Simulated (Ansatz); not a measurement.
Computed with Ansatz on PBE0-D4/def2-TZVP structures; ΔE is electronic, products minus reactants. CCSD(T)/CBS adds triple-zeta CCSD(T) − MP2 to the extrapolated MP2 energy (def2 sets, frozen cores). This one scheme is used for every species. Functionals use def2-TZVPP. Each species was taken in one conformer, which may not be the lowest.

Reaction (formal exchange of groups at a B–N bond): `FB(F)N[SiH3]` + `C=O` → `O=CB(F)F` + `N[SiH3]`

CCSD(T)/CBS gives +31.2 kcal/mol.

Q: Another level gave +31.2 kcal/mol. Which?
A. BLYP/def2-TZVPP
B. HF/def2-TZVPP
C. r2SCAN0-D4/def2-TZVPP
D. PBE0-D4/def2-TZVPP

A: D. PBE0-D4 31.2, r2SCAN0-D4 32.4, BLYP 29.6, HF/def2-TZVPP 33.6 kcal/mol.

Q: What do rigid-rotor, harmonic-oscillator terms from PBE0-D4/def2-TZVP frequencies (298.15 K, 1 bar) make of the CCSD(T)/CBS value? (Best estimate.)

A: Computed: ΔZPE = -0.2 kcal/mol, ΔH = +31.0 kcal/mol, ΔS = 13 J/(mol·K), ΔG = +30.1 kcal/mol. Modes under 50 cm⁻¹ make the entropy rough.

Largest T1 diagnostic among the species: 0.015.

At CCSD(T), def2-SVP lies +2.7 kcal/mol from the extrapolated value and def2-TZVPP +0.2 kcal/mol. Leaving LDA and LC-ωPBE aside and taking each functional with its dispersion term where it has one, the values, not all of them listed here, spread over 3.4 kcal/mol, from revPBE-D4 to BHLYP-D4. LDA lies +1.7 kcal/mol from PBE without D4. The D4 term adds +0.7 kcal/mol with B3LYP and +0.4 kcal/mol with PBE0; it sums over pairs of atoms, weighted by their polarisabilities, and B3LYP, whose exchange is more repulsive, gets the larger term.

B3LYP here is the variant with VWN-RPA as its local correlation; programs differ in this.
